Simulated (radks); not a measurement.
Sr6+, configuration [Ar] 3d(3/2: 4, 5/2: 5) 4s2 4p(1/2: 2, 3/2: 1) (not the ground configuration).

Method: Dirac Kohn-Sham, BLYP, spin-unpolarised, spherical densities, finite nucleus; Fermi nuclear charge, rms radius 4.224 fm; computed with a radial shooting solver on a logarithmic mesh with Libxc functionals.

Energy parts (hartree):
part                       energy
total                 -3165.59552
kinetic                3261.81905
electron-nucleus      -7521.25820
Hartree                1195.87429
exchange-correlation   -102.03066

Orbitals (lengths in bohr, moments of r in powers of bohr; r(90%) holds 90 % of the orbital's charge):
\begin{tabular}{lrrrrr}
orbital & occ. & eigenvalue (hartree) & <r^4> & r(90%) & small-component weight \\ \hline
1s1/2 & 2 & -589.6074 & 0.00001103 & 0.0701 & 1.91e-02 \\
2s1/2 & 2 & -83.32717 & 0.002115 & 0.266 & 3.84e-03 \\
2p1/2 & 2 & -76.21385 & 0.001431 & 0.241 & 3.84e-03 \\
2p3/2 & 4 & -73.69737 & 0.001570 & 0.247 & 3.73e-03 \\
3s1/2 & 2 & -16.00875 & 0.1153 & 0.721 & 9.91e-04 \\
3p1/2 & 2 & -13.42497 & 0.1235 & 0.735 & 9.41e-04 \\
3p3/2 & 4 & -13.02741 & 0.1336 & 0.749 & 9.13e-04 \\
3d3/2 & 4 & -8.50478 & 0.1538 & 0.774 & 8.04e-04 \\
3d5/2 & 5 & -8.43361 & 0.1577 & 0.779 & 7.97e-04 \\
4s1/2 & 2 & -4.43553 & 4.075 & 1.75 & 2.39e-04 \\
4p1/2 & 2 & -3.69095 & 5.616 & 1.91 & 2.09e-04 \\
4p3/2 & 1 & -3.62634 & 5.964 & 1.93 & 2.04e-04 \\
\end{tabular}

The highest occupied level is 4p3/2 at -98.678 eV. The electron density at the nucleus is 6.106e+04 e/bohr^3. The density falls to 0.001 e/bohr^3 at r = 2.71 bohr.
